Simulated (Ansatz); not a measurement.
Sn14H18Cl2, a nanocrystal cut from the lattice of tin (2 of the caps Cl). The state is a singlet with charge 0. Geometry r2SCAN-D4/def2-SVP, basis def2-SVP, Ansatz.

| run | HOMO (eV) | LUMO (eV) |
| --- | --- | --- |
| A | -6.02 | -3.00 |
| B | -7.09 | -2.24 |
| C | -9.09 | -0.37 |
| D | -6.93 | -2.28 |

In the def2 sets Sn takes a core potential; there is no spin–orbit coupling. LC-ωPBE has ω = 0.4 bohr⁻¹. Single mean-field runs in def2-SVP are fitted with def2-universal-jkfit.

The runs used LC-ωPBE, PBE, PBE0, r2SCAN0. Estimate which is which.

A PBE (0 % exact exchange); B r2SCAN0 (25 % exact exchange); C LC-ωPBE (range-separated); D PBE0 (25 % exact exchange). Exact exchange lowers occupied and raises empty levels; among semilocal functionals meta-GGAs tend to open the gap a little, and such runs are hard to tell apart. The gap grows from 3.02 eV (PBE) to 8.71 eV (LC-ωPBE).
